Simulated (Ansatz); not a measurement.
`CB[SiH2]O` + H₂ → `B[SiH2]O` + CH₄ at 700 K and 1 bar (hydrogenolysis of a B–C bond).

Gas-phase electronic energies from Ansatz, PBE0-D4/def2-TZVP geometries. CCSD(T)/CBS is the MP2 limit (def2-TZVPP, def2-QZVPP) plus CCSD(T) − MP2 in def2-TZVPP, frozen cores. This one scheme is used for every species. One conformer a species, not always the lowest.

```tsv
species	CCSD(T)/CBS energy (Eh)	H − E (kJ/mol)	S (J/(mol·K))
`CB[SiH2]O`	-431.33160	287.5	463.4
H₂	-1.17544	46.8	155.3
`B[SiH2]O`	-392.05150	194.3	392.7
CH₄	-40.46206	145.9	224.0
```

H − E and S are ideal-gas, rigid-rotor, harmonic terms from PBE0-D4/def2-TZVP, for one conformer and one mirror image of each species. The MP2-based limit puts H₂ 0.8 mEh under its directly extrapolated value; such offsets cancel only in part. 1 Eh = 2625.50 kJ/mol, R = 8.31446 J/(mol·K).

Task: By hand: ΔE, ΔH, ΔS and ΔG.

Result: ΔE = (-392.05150) + (-40.46206) − (-431.33160) − (-1.17544) = -0.00652 Eh = -17.1 kJ/mol. Δ(H − E) = 194.3 + 145.9 − 287.5 − 46.8 = 5.9, so ΔH = -11.2 kJ/mol. ΔS = 392.7 + 224.0 − 463.4 − 155.3 = -2.0 J/(mol·K). ΔG = -11.2 − 700 × (-2.0)/1000 = -9.8 kJ/mol.

Task: By hand: the equilibrium constant, and the temperature at which ΔG would vanish if ΔH and ΔS stayed fixed.

Result: log₁₀ K = −ΔG/(RT ln 10) = 0.7. ΔG = 0 at ΔH/ΔS = 5600 K, far beyond where these terms or the molecules hold.

The number of gas molecules stays the same, so ΔS is small and ΔH decides. A doubt of 5 kJ/mol in ΔE shifts log₁₀ K by 0.4 here. Other conformers and mirror images would add mixing entropy, several J/(mol·K) or more a flexible species. These are equilibria of isolated gas molecules and say nothing of rates. Largest T1 diagnostic: 0.012 (customary marks: 0.02 for closed shells, 0.045 for open ones).
